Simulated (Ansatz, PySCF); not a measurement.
System: CH2O, charge 0, multiplicity 1. SMILES: [H]/[O+]=[C-]/[H]
Structure (B3LYP-D3(BJ)/def2-TZVP (Ansatz, a program for electronic structure) minimum search):
```
O
H 1 0.9706
C 1 1.3085 2 109.01
H 3 1.1140 1 102.40 2 180.00
```
Charge 0, spin multiplicity 1.

Harmonic wavenumbers (cm⁻¹) at B3LYP/6-31G* (Ansatz, at its own minimum) and at B3LYP-D3(BJ)/def2-TZVP (PySCF, at the structure above). 6-31G* holds six Cartesian d functions. Modes are numbered in rising order, 6 in all, and paired by that order; shown are modes over 250 cm⁻¹ that lie over 6 % from every other mode at both levels, one of each degenerate set, at most eight drawn at random. The second level is harmonic too, so this factor is not the one that brings values to measured fundamentals.

```csv
mode,B3LYP/6-31G* (x),B3LYP-D3(BJ)/def2-TZVP (y)
1,1099,1094
2,1223,1214
3,1330,1326
4,1536,1505
6,3634,3674
```

Fit one scale factor, y = λ·x, by least squares, and use it for mode 5, which lies at 2826 cm⁻¹ at B3LYP/6-31G*.

λ = Σxy/Σx² = 20113604/20037682 = 1.0038; the rows scatter about it by 22 cm⁻¹ (root mean square). Prediction for mode 5: 2837 cm⁻¹. The wavenumber at B3LYP-D3(BJ)/def2-TZVP is 2846 cm⁻¹, so the fit misses by -9 cm⁻¹, against -20 cm⁻¹ without it. The fit is meant for this molecule alone.
